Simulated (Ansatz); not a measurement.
Caution, from a PySCF single point (PBE-D3(BJ)/def2-TZVPD) at this geometry: the highest occupied level lies above zero, so the state may not be bound. This triplet is an excited state, 0.70 eV above the relaxed singlet at the level frozen-core CCSD(T)/aug-cc-pVTZ // PBE-D3(BJ)/def2-SVPD (Ansatz, a quantum-chemistry and plane-wave program).

Species: HBF, SMILES `[BH-]F` (excited triplet) (charge -1, multiplicity 3).

Give a relaxed geometry from PBE-D3(BJ)/def2-SVPD in Ansatz.

the end point of this relaxation (outside a Z-matrix the atoms follow the SMILES, hydrogens last).
Bond lengths (Å): B1–F2 1.437, B1–H3 1.234. Bond angles (°): F2–B1–H3 119.4.
